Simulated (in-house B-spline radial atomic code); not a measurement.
# RPA and G0W0 on r2SCAN0: Yb III (Yb2+)

Configuration [Xe] 4f14, mean-field start r2SCAN0. Computed with a B-spline radial code for spherical atoms: all electrons, scalar-relativistic (spin-free one-electron X2C), finite nucleus, each spin shell either full or empty, empty states to l = 9 with an (l + 1/2)⁻⁴ tail; G0W0 by contour deformation at full frequency.

Without the two-electron picture change, the correlation of inner shells comes somewhat too large for so heavy an element.

Command:
```bash
python run_gw.py task.json out
```
Settings (radii: box in bohr, nucleus in fm):
```
Z                        70
electrons                68
configuration            [Xe] 4f14
hamiltonian              x2c
method                   r2scan0
lmax                     9
rms_radius               5.3108
spin_polarised           False
box_radius               17.55
intervals                69
```

Run time, properties included: 5.9 s on 1 thread of Arm Neoverse N1, with other jobs on the host.

Energies (hartree):

| term | value |
| --- | --- |
| mean-field total | -14058.97253 |
| Hartree-Fock functional on these orbitals | -14054.04707 |
| direct second order | -7.6498 |
| second-order exchange | 1.8536 |
| SOSEX correction | 1.6775 |

What is the RPA correlation energy, and what remains with SOSEX?

RPA gives -6.2505 hartree (-2.5 eV per electron); RPA + SOSEX gives -4.573, and the second-order doubles -5.7962 hartree (no singles). SOSEX takes back 27 % of the RPA value.

Quasi-particle levels (eV):

```
level  occupied  mean field  Σx - vxc     Σc  QP weight     G0W0
   4f       yes     -20.276     -9.35      ?          ?        ?
   5p       yes      -44.62     -4.34  -0.18      0.891   -49.14
   6s        no     -13.440      2.40  -1.08      0.979  -12.117
```

G0W0 = mean field + (Σx - vxc) + Σc, with Σc (partial-wave tail included) taken at the quasi-particle energy. Only the outer levels were computed. Levels of low weight are left out.

Where does G0W0 put 4f?

At -25.054 eV, with Σc = 4.57 eV and a quasi-particle weight of 0.867. The tabulated removal energy is 25.053 ± 0.025 eV (NIST, semi-empirical); the calculation leaves out spin-orbit coupling, Breit and QED terms, and what these don't explain is the method's own error.
